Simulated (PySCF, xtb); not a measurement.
C3H10Si3, SMILES C(C1[SiH2][SiH2][SiH2]1)=C.

GFN2-xTB (xtb) at its own geometry gives an orbital gap of 3.52 eV and a dipole moment of 1.52 D.

The structure is a stationary point at B3LYP-D3(BJ)/def2-SVP. This is a generated structure with no PubChem entry under its InChIKey; it may be hypothetical. Other conformers were not sampled.

Question: What does PySCF with PBE0/def2-TZVP give? (The exact figures need the calculation; the answer reports its results.)

Answer: gap 6.27 eV (levels -6.83 and -0.56 eV), dipole 0.35 D.
